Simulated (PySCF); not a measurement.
Vertical excitations of a molecule C5H4F2 from TDDFT-PBE/def2-SVPD (PySCF), as energy in eV (oscillator strength): 4.00 (0.034), 5.13 (0.000), 6.04 (0.013), 6.37 (0.000), 6.56 (0.000), 6.82 (0.018), 6.96 (0.000), 7.01 (0.026), 7.32 (0.011), 7.35 (0.011). Lowest triplet (TDA): 2.46 eV. Geometry optimised at PBE0-D3(BJ)/def2-SVP. Other conformers were not sampled.

**Question.** Which molecule gave these data?
(A) C#CC(C)=C(F)F
(B) FC1=CCC=C1F
(C) FC1(F)C=CC=C1
(D) C#CC1[C@H](F)[C@H]1F

**Answer.** C, FC1(F)C=CC=C1
